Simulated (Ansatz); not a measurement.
A nudged elastic band was laid between two geometries of CH5ClOSi (9 atoms, charge 0, multiplicity 1).

Level of theory: Ansatz 0.2.0, RKS B3LYP-D4/6-31G*.

| Item | Value |
| --- | --- |
| movable images | 5 |
| climbing image | yes |
| spring | 5.0 eV/Å² |
| optimiser | quadratic models (default) |
| start path | through a guess of the saddle point |
| force threshold | 0.05 eV/Å |
| iteration limit | 60 |
| end points | relaxed |

Image 0:

```xyz
9
Properties=species:S:1:pos:R:3
Si 0.190 -0.092 0.489
H -0.173 -0.140 1.928
C 2.021 0.021 0.186
H 2.522 -0.887 0.540
H 2.225 0.131 -0.884
H 2.452 0.881 0.709
Cl -0.738 1.638 -0.236
O -0.366 -1.422 -0.324
H -1.317 -1.599 -0.287
```

Image 6:

```xyz
9
Properties=species:S:1:pos:R:3
Si -1.354 -0.017 0.340
H 1.719 0.199 1.689
C 2.216 0.104 0.718
H 1.772 -0.717 0.150
H 2.098 1.034 0.157
H 3.277 -0.096 0.881
Cl -1.038 1.519 -1.077
O -0.910 -1.321 -0.601
H -0.963 -2.173 -0.136
```

(1) Which bonds break or form, and what moves?

(2) Give the energies along the band, and the barrier.

(3) What is the geometry of the highest image?

Answers

(1) Bonds broken: Si1–H2, Si1–C3. Bonds formed: H2–C3. CH5ClOSi becomes CH4 + ClHOSi.

(2) The forces met the threshold. The highest image is number 3 of 0 to 6, 3.61 eV above the first end and 2.36 eV above the last; the last end lies 1.25 eV above the first. Neighbouring images differ by up to 2.3 eV, so the band resolves the path poorly. A vibrational analysis at the climbing image gives one clearly imaginary mode, 1322i cm⁻¹: a first-order saddle point. The orbitals stay closed-shell, which can raise the energy where a bond breaks towards radicals; this wasn't checked here.

| image | path coordinate (Å) | energy (eV) | Si1–H2 (Å) | Si1–C3 (Å) | H2–C3 (Å) |
| --- | --- | --- | --- | --- | --- |
| 0 | 0.00 | 0.00 | 1.48 | 1.86 | 2.81 |
| 1 | 0.57 | 0.17 | 1.48 | 1.83 | 2.58 |
| 2 | 1.13 | 1.57 | 1.44 | 1.88 | 2.10 |
| 3 | 1.70 | 3.61 | 1.50 | 2.22 | 1.65 |
| 4 | 3.12 | 1.29 | 2.65 | 3.31 | 1.10 |
| 5 | 4.54 | 1.26 | 3.14 | 3.62 | 1.10 |
| 6 | 5.96 | 1.25 | 3.36 | 3.59 | 1.09 |

(3) 
```xyz
9
Properties=species:S:1:pos:R:3:forces:R:3
Si -0.303 -0.057 0.605 0.00 0.00 0.00
H 0.800 -0.133 1.612 0.00 0.00 -0.01
C 1.907 0.003 0.395 0.00 -0.01 0.01
H 2.494 -0.785 0.874 0.01 0.00 0.00
H 1.823 -0.203 -0.679 0.00 0.00 0.00
H 2.309 0.997 0.592 0.00 0.00 0.00
Cl -0.551 1.798 -0.329 -0.01 0.01 0.00
O -0.419 -1.295 -0.515 0.01 0.00 -0.01
H -1.245 -1.795 -0.434 0.00 0.00 0.00
```

The run took 6.9 min on 1 thread of Arm Neoverse V2, with other jobs on the host, peak memory 0.15 GiB.
